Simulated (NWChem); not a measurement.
Molecule: N-methylmethanimine (C$_{2}$H$_{5}$N); SMILES C=NC

Program: NWChem. Geometry: optimised at PBE-D3(BJ)/def2-SVP.

Question: Taking PBE/def2-TZVPP as the yardstick, which of these has the fewest basis functions while keeping “highest occupied level (eV)” within 0.2 eV of it: PBE/def2-TZVPD; PBE/def2-SVP; PBE/def2-TZVP; PBE/STO-3G; PBE/def2-SVPD?

Answer: PBE/def2-SVPD.
| level | basis functions | highest occupied level (eV) |
|---|---|---|
| PBE/STO-3G | 20 | -3.10 |
| PBE/def2-SVP | 67 | -5.63 |
| PBE/def2-SVPD | 100 | -5.90 |
| PBE/def2-TZVP | 123 | -5.90 |
| PBE/def2-TZVPD | 156 | -5.95 |
| PBE/def2-TZVPP | 163 | -5.90 |

The yardstick is one finite set, not the basis-set limit.
